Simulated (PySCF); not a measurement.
A structure optimised at PBE0-D3(BJ)/def2-SVP, used in a PySCF frequency run:

```
Sb
F 1 1.8849
F 1 1.8849 2 105.72
F 1 1.8849 2 105.72 3 111.81
```
Charge +1, spin multiplicity 2.

Write its SMILES, formula and point group.

[F][Sb+]([F])[F], F3Sb, Cs

What are its rotational constants (standard atomic weights)?

4.7297, 4.7297, 2.9456 GHz
